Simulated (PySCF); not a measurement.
SMILES F[SiH](S[SiH2]F)F (H3F3SSi2) (B3LYP/def2-SVP optimised geometry):

```
9

Si    -0.583    -2.080    -0.814
F     -1.967    -2.219     0.020
S     -0.411    -0.101    -1.667
Si     0.353     0.980     0.000
F      1.967     0.980     0.000
F     -0.089     0.233     1.366
H     -0.652    -2.990    -1.980
H      0.542    -2.374     0.099
H     -0.119     2.374     0.000
```

Level of theory: B3LYP/def2-TZVP (PySCF).

### Question
What are the frontier orbital energies and the dipole moment?

### Answer
HOMO-2 -9.79 eV, HOMO-1 -9.29 eV, HOMO -8.24 eV, LUMO -0.58 eV, LUMO+1 -0.45 eV; dipole moment 1.10 D.

On the same geometry PBE/def2-TZVP (PySCF) gives HOMO-2 -8.63 eV, HOMO-1 -8.19 eV, HOMO -7.26 eV, LUMO -1.28 eV, LUMO+1 -1.14 eV; dipole moment 0.99 D.

Meta-Löwdin charges at B3LYP/def2-TZVP: Si1 0.92, F2 -0.50, S3 -0.39, Si4 1.27, F5 -0.49, F6 -0.49, H7 -0.10, H8 -0.10, H9 -0.11.
